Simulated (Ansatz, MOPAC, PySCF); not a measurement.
System: B2F3 (charge 0, doublet). SMILES: F[B]B(F)F
Geometry: optimised at B3LYP-D3(BJ)/def2-TZVP (Ansatz, an electronic-structure program).

Unscaled harmonic wavenumbers (cm⁻¹) in rising order, each level at the stationary point that it reaches from this structure (no distance between atoms moves by over 0.3 Å); the order of modes can differ between levels, and a negative number is imaginary. B3LYP-D3(BJ)/def2-TZVP (PySCF, at the structure above): 124, 189, 368, 402, 576, 661, 1197, 1342, 1501.

AM1 (MOPAC): 84, 212, 308, 402, 566, 711, 1694, 1976, 2011. Zero-point energy 11.4 against 9.1 kcal/mol; where all levels lie over 400 cm⁻¹, the wavenumbers are on average 1.257 times those of B3LYP-D3(BJ)/def2-TZVP.

PM6 (MOPAC): 91, 179, 256, 351, 495, 712, 1236, 1324, 1412. Zero-point energy 8.7 against 9.1 kcal/mol; where all levels lie over 400 cm⁻¹, the wavenumbers are on average 0.979 times those of B3LYP-D3(BJ)/def2-TZVP.

B3LYP/6-31G* (Ansatz): 123, 204, 360, 407, 584, 670, 1211, 1381, 1506. Zero-point energy 9.2 against 9.1 kcal/mol; where all levels lie over 400 cm⁻¹, the wavenumbers are on average 1.014 times those of B3LYP-D3(BJ)/def2-TZVP.
